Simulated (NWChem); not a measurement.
System: InHBrCl; SMILES [Cl][InH][Br]

Here is an NWChem input.

```
start job
memory heap 200 mb stack 900 mb global 1100 mb
geometry units angstroms noautoz
  In    -0.582091    -0.478229     0.000000
  H     -2.248947    -0.832985     0.000000
  Cl     1.063302    -2.143790     0.000000
  Br     0.361468     1.809236     0.000000
end
basis spherical
  * library def2-svp
end
ecp
  In library def2-ecp
end
dft
  xc m06
  iterations 150
  mulliken
end
task dft energy
```

Coordinates come from a PBE0/def2-SVP optimisation. def2 effective core potentials on In; no spin-orbit coupling.

Problem. Give the results of this calculation. (M06/def2-SVP with def2 effective core potentials on In.) Quantities: energy (Ha); highest occupied level (eV); orbital gap (eV); dipole (D).

Solution. 
| Item | Result |
|---|---|
| energy (Ha) | -3224.68 |
| highest occupied level (eV) | -8.34 |
| orbital gap (eV) | 6.14 |
| dipole (D) | 2.38 |
